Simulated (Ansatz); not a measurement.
Ansatz (a program for electronic structure) input (BLYP/def2-TZVPD):

Ansatz 0.2 input:
```yaml
crystal:
  periodic: [false, false, false]
  atoms:
    - {symbol: Be, position_ang: [0.15407420, 0.14286627, 0.01800058]}
    - {symbol: H, position_ang: [0.21621437, -0.96451612, 0.86310910]}
    - {symbol: H, position_ang: [-0.83251117, 0.39305104, -0.93511142]}
basis:
  gaussian:
    orbitals: def2-TZVPD
hamiltonian:
  xc: {name: BLYP}
total_charge: -1
magnetization: {spin_polarized: true, initial_magnetization: 1}
output: {forces: true}
```

End of the output:

```
integrals: 0.00 GiB planned
259 factors; their error is unknown
mean field: 0.07 GiB planned
mean field evaluation 1: about -431.6373 eV, gradient 7.1e0 eV
mean field evaluation 2: about -431.7751 eV, gradient 5.6e0 eV
mean field evaluation 4: about -432.0863 eV, gradient 2.6e-1 eV
mean field evaluation 8: about -432.0823 eV, gradient 2.4e-3 eV
mean field evaluation 16: about -430.2817 eV, gradient 4.2e0 eV
mean field evaluation 32: about -430.2817 eV, gradient 4.2e0 eV
mean field -432.08225014 eV, -15.8787298168 hartree, gradient 2.3e-5 eV, S^2 0.751042; 4 other end points of the search recorded, 0 dependent functions left out
the calculation of the forces begins
reference -432.08250537 eV, -15.8787391962 hartree; 4, 3 occupied and 36, 37 virtual orbitals, 259 factors
Total energy: -432.08250537 eV, -15.8787391962 hartree
Atom 0 at     0.154074     0.142866     0.018001 Å, force    -0.247286    -0.229297    -0.028891 eV/Å
Atom 1 at     0.216214    -0.964516     0.863109 Å, force     0.143391     0.089084     0.048308 eV/Å
Atom 2 at    -0.832511     0.393051    -0.935111 Å, force     0.103894     0.140213    -0.019417 eV/Å
Dipole moment:    -0.360535    -0.334308    -0.042121 e Å
```
